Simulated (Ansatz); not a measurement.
C₃H₅NSe (`[SeH]C1CC=N1`). The species carries charge 0 and has multiplicity 1.

Z-matrix (Å, degrees):
```
C
C 1 1.546
C 1 1.963 2 48.7
Se 1 1.946 2 113.6 3 -119.4
N 1 1.480 2 89.4 3 -1.3
H 1 1.089 2 115.9 3 113.1
H 2 1.093 1 115.6 3 113.7
H 2 1.092 1 116.4 3 -115.9
H 3 1.089 2 133.8 1 -178.7
H 4 1.468 1 94.5 2 171.5
```

(1) What are the harmonic wavenumbers in cm⁻¹ at PBE0-D4/def2-TZVP (Ansatz, finite differences of forces, unscaled)? (Best estimate.)

(2) Is this a minimum?

(3) Give the ideal-gas thermochemistry at 298.15 K and 1 bar (rigid rotor, harmonic oscillator; point group C1, symmetry number 1).

(4) Rotational constants (cm⁻¹)?

Answers

(1) Ansatz gave: 154, 190, 255, 373, 583, 754, 852, 914, 929, 944, 1023, 1063, 1115, 1214, 1220, 1240, 1313, 1452, 1663, 2444, 3075, 3122, 3134, 3155.

(2) Yes, all 24 modes are real.

(3) Zero-point energy 192.5 kJ/mol; H(298) − E = 209.4 kJ/mol; entropy 320.3 J/(mol·K), of which translation 169.9, rotation 111.7, vibration 38.7; G(298) − E = 113.9 kJ/mol.

(4) 0.3387, 0.06243, 0.0572.
